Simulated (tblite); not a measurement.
Run record: tight-binding relaxation, `C=C[C@@H]1C[C@H]([SiH3])CP1N`.

Computed with GFN2-xTB geometry optimisation, gas phase (tblite 0.8.0). Start geometry: from a force field or distance geometry. A driver script takes a list of jobs; this job's settings line and coordinates (Å) are shown.

Command:
```bash
OMP_NUM_THREADS=1 python probes_run.py task.json out
```

Input:
```
{"job": {"kind": "relax", "xc": "GFN2-xTB", "basis": "xTB"}, "charge": 0, "multiplicity": 1}
C     -1.977900     2.596000    -0.381000
C     -2.155800     1.307200    -0.086600
C     -1.093300     0.343600     0.416200
C      0.361700     0.808400     0.455700
C      1.215200    -0.478200     0.364200
Si     3.065700    -0.192300     0.371100
C      0.708700    -1.182200    -0.916000
P     -1.152600    -0.978700    -0.909200
N     -1.537000    -2.324900     0.078900
H     -2.836900     3.196500    -0.700600
H     -1.030000     3.097800    -0.317400
H     -3.169100     0.903300    -0.142200
H     -1.407700    -0.056400     1.396200
H      0.562300     1.343500     1.394300
H      0.606200     1.493300    -0.357800
H      0.993300    -1.108100     1.240400
H      3.787300    -1.484700     0.270300
H      3.468200     0.476700     1.635400
H      3.459500     0.670400    -0.767200
H      1.011800    -2.236800    -0.946500
H      1.081200    -0.688800    -1.814300
H     -2.519100    -2.287100     0.378500
H     -1.446500    -3.191400    -0.424700
```

Output:
```
step      E/eV     max force
  0    -738.20035    1.194
  1    -738.27524    0.727
  2    -738.31015    0.598
  3    -738.33098    0.353
  4    -738.34173    0.282
  5    -738.34962    0.256
  6    -738.35564    0.239
  7    -738.36224    0.186
  8    -738.36769    0.167
  9    -738.37200    0.132
... (71 lines left out)
 81    -738.41231    0.024
 82    -738.41239    0.027
 83    -738.41250    0.027
 84    -738.41261    0.021
 85    -738.41266    0.016
 86    -738.41269    0.011
 87    -738.41273    0.011
 88    -738.41276    0.014
 89    -738.41278    0.013
 90    -738.41279    0.006
```

«max force» is the largest atomic force in eV/Å.

Task: From which step on does the largest force stay under 0.1 eV/Å, and how much energy is left to gain from there?

Result: From step 23 (0.073 eV/Å), 11.1 meV above the end.

In short: energy lowered by 4.9 kcal/mol over 90 steps; largest atomic force 0.006 eV/Å at the end.

Task: Give the final coordinates.

Result: 0.168 Å rms from the input after alignment:
```
atom  x, y, z in Å
C1    -1.8858    2.6779   -0.2898
C2    -2.1318    1.3883   -0.1447
C3    -1.1637    0.3317    0.2657
C4     0.2941    0.7633    0.4259
C5     1.1417   -0.5001    0.3349
Si6    3.0140   -0.1728    0.3687
C7     0.6874   -1.1805   -0.9524
P8    -1.1727   -1.1194   -0.9575
N9    -1.3994   -2.3542    0.2377
H10   -2.6581    3.3647   -0.5922
H11   -0.9162    3.1097   -0.1112
H12   -3.1338    1.0161   -0.3306
H13   -1.5186   -0.1138    1.2056
H14    0.4420    1.2872    1.3720
H15    0.5661    1.4385   -0.3889
H16    0.8645   -1.1510    1.1717
H17    3.7235   -1.4489    0.2620
H18    3.3638    0.4929    1.6242
H19    3.3744    0.6848   -0.7627
H20    1.0290   -2.2134   -1.0355
H21    1.0410   -0.6338   -1.8307
H22   -2.3728   -2.3760    0.5322
H23   -1.1931   -3.2642   -0.1667
```

Time: 0.76 s of wall time. Hardware: one thread of an Intel Xeon 6975P-C, shared host with 192 logical CPUs at a one-minute load of 71.
Labels such as C1 count atoms from 1, the log's own numbers from 0.
